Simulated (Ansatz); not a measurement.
A nudged elastic band was laid between two geometries of FH + GeH4O2 (9 atoms, charge 0, multiplicity 1).

These are results of Ansatz 0.2.0, RKS PBE0/def2-SVP, not measurements.

```
movable images  : 7
climbing image  : yes
spring          : 5.0 eV/Å²
optimiser       : lbfgs
start path      : through a guess of the saddle point
force threshold : 0.05 eV/Å
iteration limit : 60
end points      : relaxed
```

Initial state:

```xyz
9
Properties=species:S:1:pos:R:3
Ge -0.153 -0.127 -0.106
O -0.075 0.066 1.684
H -0.931 0.064 2.126
H 1.271 0.125 -0.573
O -1.217 1.115 -0.778
H -2.117 0.811 -0.935
H -0.744 -1.518 -0.401
F 1.481 2.082 1.602
H 0.917 1.369 1.851
```

Final state:

```xyz
9
Properties=species:S:1:pos:R:3
Ge -0.274 0.381 -0.211
O 0.879 -0.161 2.256
H 0.218 -0.499 2.870
H 1.144 -0.049 -0.546
O -0.916 1.000 -1.739
H -1.821 1.324 -1.679
H -1.276 -0.600 0.409
F -0.247 1.794 0.846
H 0.725 0.796 2.261
```

Question: Which bonds break or form, and what moves?

Answer: Bonds broken: Ge1–O2, F8–H9. Bonds formed: Ge1–F8, O2–H9. FH + GeH4O2 becomes FGeH3O + H2O.

Question: Give the energies along the band, and the barrier.

Answer: The run converged. The highest image is number 5 of 0 to 8, 0.66 eV above the first end and 0.98 eV above the last; the last end lies 0.32 eV below the first. Another band between the same ends (7 images) ends at a top of the same energy, where a vibrational analysis finds 1 clearly imaginary mode. The orbitals stay closed-shell, which can raise the energy where a bond breaks towards radicals; this wasn't checked here.

| image | path coordinate (Å) | energy (eV) | Ge1–O2 (Å) | F8–H9 (Å) | Ge1–F8 (Å) |
| --- | --- | --- | --- | --- | --- |
| 0 | 0.00 | 0.00 | 1.80 | 0.94 | 3.23 |
| 1 | 0.37 | 0.01 | 1.80 | 0.94 | 3.08 |
| 2 | 0.73 | 0.03 | 1.81 | 0.94 | 2.95 |
| 3 | 1.11 | 0.13 | 1.82 | 0.96 | 2.63 |
| 4 | 1.49 | 0.40 | 1.88 | 1.01 | 2.30 |
| 5 | 1.87 | 0.66 | 1.99 | 1.24 | 2.03 |
| 6 | 2.77 | 0.20 | 2.47 | 1.68 | 1.80 |
| 7 | 3.68 | -0.20 | 2.75 | 1.84 | 1.77 |
| 8 | 4.58 | -0.32 | 2.78 | 1.99 | 1.76 |

Question: What is the geometry of the highest image?

Answer: 
```xyz
9
Properties=species:S:1:pos:R:3:forces:R:3
Ge 0.031 0.190 -0.027 0.01 0.02 -0.01
O 0.146 -0.014 1.950 0.01 0.00 0.02
H -0.693 -0.134 2.411 -0.01 0.02 0.01
H 1.413 -0.051 -0.631 0.00 0.00 -0.02
O -1.079 1.359 -0.766 -0.03 0.00 0.02
H -1.858 0.898 -1.097 0.01 0.00 -0.02
H -0.827 -1.117 -0.126 0.01 0.01 0.00
F 0.801 1.814 0.918 0.00 -0.02 -0.02
H 0.500 1.042 1.835 0.00 -0.03 0.02
```

Run time: 9.5 min on 2 threads of Arm Neoverse V2, with other jobs on the host, peak memory 0.22 GiB.
